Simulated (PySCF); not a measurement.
Compound: C₁₀H₁₀S.
Bonds: C1–S2, S2–C3, C3–C4 (double), C4–C5, C5–C6 (double), C6–C7, C7–C8, C8–C9 (double), C9–C10, C10–C11 (double), C3–C7, C7–C11. Hydrogens: H12, H13, H14 on C1; H15 on C4; H16 on C5; H17 on C6; H18 on C8; H19 on C9; H20 on C10; H21 on C11.

Theory: PySCF, PBE0-D3(BJ)/def2-SVP geometry optimisation, gas phase.

Problem. Give the optimised bond lengths and angles.

Solution. 
| bond | length (Å) | order |
| --- | --- | --- |
| C1–S2 | 1.799 | single |
| S2–C3 | 1.735 | single |
| C3=C4 | 1.357 | double |
| C4–C5 | 1.463 | single |
| C5=C6 | 1.347 | double |
| C6–C7 | 1.514 | single |
| C7–C8, C7–C11 | 1.512 | single |
| C8=C9, C10=C11 | 1.346 | double |
| C9–C10 | 1.468 | single |
| C3–C7 | 1.522 | single |
| C1–H12, C1–H13, C1–H14 | 1.099 | single |
| C4–H15 | 1.090 | single |
| C5–H16 | 1.092 | single |
| C6–H17 | 1.089 | single |
| C8–H18, C11–H21 | 1.090 | single |
| C9–H19, C10–H20 | 1.091 | single |

Bonds in one row agree within 0.01 Å and their mean is given. Orders are formal, as drawn. A selection of angles:
| angle | degrees |
| --- | --- |
| S2–C1–H12 | 106.7 |
| S2–C1–H13 | 111.1 |
| H12–C1–H13 | 109.1 |
| C1–S2–C3 | 100.9 |
| S2–C3–C4 | 131.4 |
| S2–C3–C7 | 119.0 |
| C4–C3–C7 | 109.6 |
| C3–C4–C5 | 108.8 |
| C3–C4–H15 | 126.4 |
| C5–C4–H15 | 124.7 |
| C4–C5–C6 | 110.0 |
| C4–C5–H16 | 124.2 |
| C6–C5–H16 | 125.8 |
| C5–C6–C7 | 109.5 |
| C5–C6–H17 | 128.2 |
| C7–C6–H17 | 122.3 |
| C6–C7–C8 | 112.9 |
| C8–C7–C11 | 102.5 |
| C3–C7–C6 | 102.1 |
| C3–C7–C8 | 113.8 |
| C7–C8–C9 | 109.4 |
| C7–C8–H18 | 122.6 |
| C9–C8–H18 | 128.0 |
| C8–C9–C10 | 109.4 |
| C8–C9–H19 | 125.9 |
| C10–C9–H19 | 124.7 |

Torsions: C1–S2–C3–C4 0° (synperiplanar); S2–C3–C4–C5 180° (antiperiplanar); C3–C4–C5–C6 0° (synperiplanar); C4–C5–C6–C7 0° (synperiplanar); C5–C6–C7–C8 -123° (anticlinal); C6–C7–C8–C9 -120° (anticlinal); C7–C8–C9–C10 -1° (synperiplanar); C8–C9–C10–C11 0° (synperiplanar); C9–C10–C11–C7 1° (synperiplanar); S2–C3–C7–C6 180° (antiperiplanar); C6–C7–C11–C10 121° (anticlinal).

The 5-membered ring C7–C8–C9–C10–C11 has internal angles of 102.5° to 109.5° (sum 540°, against 540° for a flat polygon); it is planar, 0.00 Å rms from its mean plane, widest ring torsion 1°. Of the pairs four or more bonds apart, C1···H15 is among the closest relative to their van der Waals radii: 2.76 Å, 95 % of the sum of Bondi's values. The C–C distances run from 1.346 Å (C10=C11, drawn double) to 1.522 Å (C3–C7, drawn single), a spread of 0.176 Å. The C–S distances run from 1.735 Å (S2–C3, drawn single) to 1.799 Å (C1–S2, drawn single), a spread of 0.064 Å. The 5-membered ring C3–C4–C5–C6–C7 has internal angles of 102.1° to 110.0° (sum 540°, against 540° for a flat polygon); it is planar, 0.00 Å rms from its mean plane, widest ring torsion 0°.

Point group: Cs (tolerance 0.08 Å). No PBE0-D3(BJ)/def2-SVP frequencies stand behind this structure, so it isn't proved a minimum. One conformer, not necessarily the lowest.

Hardware: an Arm Neoverse V2 with one thread, no GPU, shared host with 192 logical CPUs at a one-minute load of 37. Cost: 1.7 min wall, 0.98 GiB resident at most. These figures are those of the optimisation.
